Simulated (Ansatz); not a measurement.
A structure relaxed at r2SCAN-D4/def2-SVPD in Ansatz, charge -1, singlet:

```xyz
9

Li   -0.2288   -1.1006    1.4122
Li   -2.1643    0.8950    1.2857
Li   -2.4518   -1.5933   -0.1237
Li    0.4810    0.2958   -0.4678
Li   -1.9604    0.6673   -1.3854
Li    2.8334   -0.5567    1.0812
N    -1.2972   -0.2001    0.1187
N     2.6046    0.4977   -0.5054
N     2.1835    1.0948   -1.4155
```

Problem. Give its formula.

Solution. Li6N3⁻.

Problem. Summarise the bond lengths by kind (pairs closer than 1.2 times the sum of covalent radii, bridged metal pairs left out).

Solution. 8 × Li–N 1.82 to 2.13 Å; 1 × N–N 1.17 Å.

The restricted singlet is unstable towards broken spin symmetry in Hartree–Fock (as tested in another run); at r2SCAN-D4/def2-SVPD this wasn't settled. The highest occupied level of the charge -1 singlet lies above zero (up to 0.49 eV). The electron is either unbound and held by the finite basis, or the level is raised by self-interaction error. Another isomer (singlet) lies 0.43 eV lower at PBE0-D4/def2-TZVPD; other spin states weren't run for this one.
